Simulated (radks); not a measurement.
Removal energies from the dysprosium ion Dy7+, [Kr] 4d10 4f7 5s2 5p4, by Delta-SCF beside the eigenvalue of the level emptied. All-electron calculation, scalar-relativistic Kohn-Sham, r2SCAN, spin-polarised, spherical densities, finite nucleus; meta-GGA in the generalised Kohn-Sham scheme; Fermi nuclear charge, rms radius of each element as measured or else 0.836 A^(1/3) + 0.57 fm. Program: a radial shooting solver on a logarithmic mesh with Libxc functionals. Open shells are filled with parallel spins first.

removed from,final configuration,Delta-SCF (eV),-eigenvalue (eV)
5p,[Kr] 4d10 4f7 5s2 5p3,122.24,115.07
4f,[Kr] 4d10 4f6 5s2 5p4,130.68,117.62
5s,[Kr] 4d10 4f7 5s1 5p4,151.39,143.62
4d,[Kr] 4d9 4f7 5s2 5p4,278.25,264.82
